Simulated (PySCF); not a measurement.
**Mayer bond orders and bond lengths**

Compound: C₅H₄F₂O₃.
SMILES with atom numbers: `[F:1][CH:2]([F:3])[O:4][C:5]1=[CH:6][O:7][CH:8]=[CH:9][O:10]1` (hydrogens: H11 on C2; H12 on C6; H13 on C8; H14 on C9)

Structure used (GFN2-xTB), in Å, numbered top down from 1:
```
atom  x, y, z in Å
F1     2.5776   -2.4128    0.6202
C2     2.0421   -1.1888    0.5746
F3     3.0682   -0.3362    0.3342
O4     1.1445   -1.1585   -0.4497
C5     0.1429   -0.2249   -0.3793
C6    -0.3424    0.3402   -1.4754
O7    -1.4283    1.2002   -1.4646
C8    -2.0287    1.2746   -0.2292
C9    -1.5404    0.7201    0.8650
O10   -0.3343    0.0124    0.8990
H11    1.6211   -0.9417    1.5629
H12    0.0384    0.1356   -2.4584
H13   -2.9524    1.8250   -0.2526
H14   -2.0089    0.7544    1.8310
```

Bond orders from the PBE0/pcSseg-1 density (PySCF). Geometry: GFN2-xTB, one conformer, isolated molecule.

(1) Where do the orders between heavy atoms depart from those drawn in the SMILES?

(2) Give the Mayer order of every bond, beside its length.

## Answers

(1) The largest departure is 0.202, at C5–C6 (drawn double, 1.798).

(2) 
```json
{"bond": "F1–C2", "drawn as": "single", "length (Å)": "1.337", "Mayer order": "1.027"}
{"bond": "C2–F3", "drawn as": "single", "length (Å)": "1.356", "Mayer order": "0.982"}
{"bond": "C2–O4", "drawn as": "single", "length (Å)": "1.362", "Mayer order": "0.999"}
{"bond": "O4–C5", "drawn as": "single", "length (Å)": "1.371", "Mayer order": "0.949"}
{"bond": "C5–C6", "drawn as": "double", "length (Å)": "1.325", "Mayer order": "1.798"}
{"bond": "C6–O7", "drawn as": "single", "length (Å)": "1.385", "Mayer order": "0.927"}
{"bond": "O7–C8", "drawn as": "single", "length (Å)": "1.376", "Mayer order": "0.975"}
{"bond": "C8–C9", "drawn as": "double", "length (Å)": "1.320", "Mayer order": "1.851"}
{"bond": "C9–O10", "drawn as": "single", "length (Å)": "1.399", "Mayer order": "0.912"}
{"bond": "O10–C5", "drawn as": "single", "length (Å)": "1.385", "Mayer order": "0.956"}
{"bond": "C2–H11", "drawn as": "single", "length (Å)": "1.102", "Mayer order": "0.953"}
{"bond": "C6–H12", "drawn as": "single", "length (Å)": "1.074", "Mayer order": "0.961"}
{"bond": "C8–H13", "drawn as": "single", "length (Å)": "1.076", "Mayer order": "0.968"}
{"bond": "C9–H14", "drawn as": "single", "length (Å)": "1.074", "Mayer order": "0.970"}
```

By pair of heavy elements: C–F: lowest C2–F3 (0.982, 1.356 Å), highest F1–C2 (1.027, 1.337 Å). C–O: lowest C9–O10 (0.912, 1.399 Å), highest C2–O4 (0.999, 1.362 Å); in 1 of the 15 pairs the longer bond (by over 0.003 Å) has the higher order (by 0.02 or more). C–C: lowest C5–C6 (1.798, 1.325 Å), highest C8–C9 (1.851, 1.320 Å).

**Question.** Sum the orders of all bonds at each heavy atom with more than one neighbour and set the sums beside the valence in the SMILES.

**Answer.** C2 3.961 (drawn 4), O4 1.948 (drawn 2), C5 3.703 (drawn 4), C6 3.686 (drawn 4), O7 1.902 (drawn 2), C8 3.794 (drawn 4), C9 3.733 (drawn 4), O10 1.868 (drawn 2). Orders between atoms that aren't bonded are not in these sums.

For a closed shell the Mayer order of atoms A and B is Σ (PS)μν (PS)νμ over the basis functions μ on A and ν on B, with P the density and S the overlap matrix.
